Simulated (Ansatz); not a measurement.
Species: H4SSi, SMILES `[SiH3]S` (charge 0, multiplicity 1), formula H4SSi.

Task: How many basis functions does frozen-core CCSD(T)/cc-pVTZ // B3LYP-D3(BJ)/def2-TZVP run with Ansatz (a program for electronic structure) use, how many core orbitals are frozen, and how many electrons are correlated?

Result: 124 basis functions and 10 frozen orbitals, which leaves 14 correlated electrons. Core time is of the order of seconds.
